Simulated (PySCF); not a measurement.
Species: Zr(NH2)Cl3 (singlet state).
Structure used (PBE0-D3(BJ)/def2-SVP), in Å, numbered top down from 1:
```xyz
7
Cl3H2NZr angstrom
Zr     0.1151    0.0675   -0.7019
N     -0.1732   -0.0386    1.2645
H      0.5028   -0.4216    1.9250
H     -1.0112    0.2409    1.7728
Cl     2.4302   -0.0384   -1.0324
Cl    -0.9532    1.9819   -1.5350
Cl    -0.9105   -1.7917   -1.6929
```

Method used: TDDFT CAM-B3LYP/def2-SVPD, vertical, gas phase, core orbitals frozen in the response, def2 core potentials past Kr (PySCF 2.14.0, density-fitted response routines). Spin–orbit coupling is left out. Note that the optimisation stopped short of convergence; the values belong to its last geometry.

| state | E (eV) | E (kJ/mol) | λ (nm) | f | main configurations (H = HOMO, L = LUMO) |
| --- | --- | --- | --- | --- | --- |
| S1 | 4.81 | 464 | 257.7 | 0.0043 | H→L (93%) |
| S2 | 5.49 | 530 | 225.7 | 0.025 | H→L+1 (95%) |
| S3 | 5.62 | 542 | 220.7 | 0.0007 | H→L+2 (92%) |
| S4 | 5.99 | 578 | 206.9 | 0.015 | H-1→L (85%) |
| S5 | 6.21 | 599 | 199.7 | 0.0010 | H-3→L (37%), H-1→L+1 (32%), H-2→L (25%) |
| S6 | 6.29 | 607 | 197.1 | 0.013 | H-1→L+1 (42%), H-2→L (36%), H-4→L (12%) |
| S7 | 6.30 | 608 | 196.9 | 0.0092 | H-3→L (46%), H-2→L (22%), H-1→L+1 (10%) |
| S8 | 6.42 | 619 | 193.2 | 0.0008 | H-4→L (45%), H-2→L+1 (26%), H-3→L+1 (19%) |
| S9 | 6.48 | 625 | 191.3 | 0.0046 | H→L+5 (62%), H-1→L+2 (18%) |
| S10 | 6.60 | 637 | 187.9 | 0.0050 | H-2→L+1 (21%), H-4→L+1 (18%), H-6→L (15%) |

Triplets (Tamm–Dancoff): T1 4.69 eV, H→L (92%); T2 4.92 eV, H→L+1 (71%), H→L+4 (19%); T3 5.52 eV, H→L+2 (90%); T4 5.67 eV, H-1→L (79%), H-1→L+2 (8%).

The lowest singlet comes at 258 nm (464 kJ/mol) in the ultraviolet; it is very weak; its leading configuration is HOMO→LUMO (93%). The strongest level in the table is S2 at 5.49 eV (226 nm, f = 0.025). S6/S7 lie within about 0.01 eV of each other. For S1 the Löwdin share of zirconium is 6% in HOMO and 70% in LUMO (ligand-to-metal charge transfer by this measure); for S2 the Löwdin share of zirconium is 6% in HOMO and 68% in LUMO+1 (ligand-to-metal charge transfer by this measure). Of the 10 states listed, 3 reach f = 0.01 and none stays under 0.0005. Orbital energies (eV): HOMO-3 -11.07, HOMO-2 -11.04, HOMO-1 -10.64, HOMO -9.91, LUMO -1.21, LUMO+1 -0.91, LUMO+2 -0.57. The vertical ionisation energy (ΔSCF) is 10.58 eV, 3.99 eV above S10. Orbitals of the list HOMO-3 to LUMO+2 that lie within 0.01 eV of each other are written together with a slash and their weights summed (≥ marks a lower bound); for degenerate orbitals outside that list single weights are arbitrary. The window holds the lowest 10 singlets.
